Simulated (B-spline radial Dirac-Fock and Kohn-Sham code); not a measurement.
## Auger parameter of iron: the L3 level and its strongest L3-MM line

Calculated with a radial finite-basis atomic code, using Dirac-Fock (average of configuration) total-energy differences with a finite nucleus, the Breit interaction including its frequency dependence, and self-energy and vacuum-polarisation corrections. The modified Auger parameter α′ is the binding energy plus the kinetic energy of the Auger electron; it does not depend on the energy zero. For free ions it tends to fall with charge, since less charge screens the final holes.

```csv
species,configuration,binding 2p3/2 (eV),Auger line,kinetic (eV),α′ (eV)
Fe,[Ar] 3d6 4s2,722.4,M3M3 J=2,567.5,1289.8
Fe⁺,[Ar] 3d6 4s1,731.8,M3M3 J=2,556.5,1288.3
Fe⁺,[Ar] 3d6 4p1,733.4,M3M3 J=2,555.1,1288.5
Fe⁺,[Ar] 3d5 4s1 4p1,742.7,M3M3 J=2,550.4,1293.0
Fe⁺ (Watson 1.6 Å),[Ar] 3d6 4s1,723.4,M3M3 J=2,565.3,1288.7
Fe²⁺,[Ar] 3d6,742.7,M3M3 J=2,544.5,1287.2
Fe²⁺,[Ar] 3d5 4p1,754.0,M3M3 J=2,538.2,1292.2
Fe²⁺,[Ar] 3d4 4s2,763.9,M3M3 J=2,534.7,1298.6
Fe²⁺,[Ar] 3d5 4s1,752.7,M3M3 J=2,539.4,1292.1
Fe²⁺ (Watson 2.2 Å),[Ar] 3d6,729.7,M3M3 J=2,557.6,1287.2
Fe³⁺,[Ar] 3d5,765.2,M3M3 J=2,526.5,1291.7
Fe³⁺,[Ar] 3d4 4p1,778.0,M3M3 J=2,520.5,1298.5
Fe³⁺,[Ar] 3d4 4s1,776.8,M3M3 J=2,521.6,1298.4
Fe³⁺ (Watson 2.7 Å),[Ar] 3d5,749.2,M3M3 J=2,542.5,1291.7
Fe⁴⁺,[Ar] 3d4,790.8,M3M3 J=2,507.8,1298.6
Fe⁴⁺ (Watson 2 Å),[Ar] 3d4,762.0,M3M3 J=2,536.6,1298.6
Fe⁵⁺,[Ar] 3d3,819.4,M3M3 J=2,488.5,1307.9
Fe⁵⁺ (Watson 2 Å),[Ar] 3d3,783.4,M3M3 J=2,524.5,1307.9
Fe⁶⁺,[Ar] 3d2,850.6,M3M3 J=2,468.8,1319.4
Fe⁷⁺,[Ar] 3d1,884.4,M3M3 J=2,448.7,1333.1
```
